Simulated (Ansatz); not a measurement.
Stepwise reaction of `[OH][GeH2][OH]` with hydrogen sulfide, as a gas-phase model of exchange steps in deposition or etching. ΔE in kJ/mol.

Computed with Ansatz on PBE0-D4/def2-TZVP structures; ΔE is electronic, products minus reactants. CCSD(T)/CBS is the MP2 limit (def2-TZVPP, def2-QZVPP) plus CCSD(T) − MP2 in def2-TZVPP, frozen cores. This one scheme is used for every species. DFT in def2-TZVPP. B3LYP here is the variant with VWN-RPA as its local correlation; programs differ in this. For Ge outer-core shells are correlated without core-valence functions, which leaves a few kJ/mol of doubt a bond. Scalar relativity is left out up to krypton. One conformer a species, not always the lowest.

```tsv
step	reaction	PBE-D4	B3LYP-D4	ωB97M-V	CCSD(T)/CBS
1	`[OH][GeH2][OH]` + H₂S → `[OH][GeH2][SH]` + H₂O	-25.1	-17.8	-16.7	-19.5
2	`[OH][GeH2][SH]` + H₂S → `[SH][GeH2][SH]` + H₂O	-20.2	-13.9	-12.6	-17.0
```

(1) By hand: ΔE of the 2 steps together at CCSD(T)/CBS.

Answers

(1) (-19.5) + (-17.0) = -36.5 kJ/mol, or -18.2 kJ/mol a step.

In ΔE the steps differ by no more than 2.5 kJ/mol. All are downhill at CCSD(T)/CBS. PBE-D4 differs from CCSD(T)/CBS by -5.6 to -3.2 kJ/mol a step. Isolated molecules leave out the surface, adducts and barriers. Largest T1 diagnostic: 0.012.
